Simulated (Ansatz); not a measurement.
Consider the redistribution: `B[SiH](F)C=C` + `O=C=N[SiH2]F` → `BN=C=O` + `C=C[SiH](F)[SiH2]F`.

Program: Ansatz. Geometries: PBE0-D4/def2-TZVP. ΔE: electronic, gas phase. CCSD(T)/CBS is the MP2 limit (def2-TZVPP, def2-QZVPP) plus CCSD(T) − MP2 in def2-TZVPP, frozen cores. Functionals use def2-TZVPP. B3LYP here is the variant with VWN-RPA as its local correlation; programs differ in this. Each species was taken in one conformer, which may not be the lowest.

```tsv
level	ΔE (kJ/mol)	difference from CCSD(T)/CBS
PBE-D4	-36.6	-21.8
r2SCAN-D4	-23.2	-8.4
ωB97X-V	-18.4	-3.6
ωB97M-V	-17.2	-2.4
B2PLYP	-19.3	-4.5
PBE	-35.9	-21.1
r2SCAN	-22.9	-8.1
PBE0	-27.3	-12.5
B3LYP	-24.6	-9.8
HF/def2-TZVPP	-3.1	11.7
MP2/def2-TZVPP	-12.9	1.9
MP2/def2-QZVPP	-13.0	1.8
SCS-MP2/def2-QZVPP	-11.1	3.7
HF/CBS(def2)	-2.3	12.5
MP2/CBS(def2)	-13.5	1.3
CCSD/CBS(def2)	-11.7	3.1
CCSD(T)/CBS	-14.8	0
```

Largest T1 diagnostic among the species: 0.017.

In def2-TZVPP, CCSD(T) changes the Hartree–Fock value by −11.2 kJ/mol (the triples alone add −3.1 kJ/mol) and MP2 by −9.8 kJ/mol. From PBE to PBE0 (25 % exact exchange), in def2-TZVPP and without D4, ΔE moves by +8.5 kJ/mol.
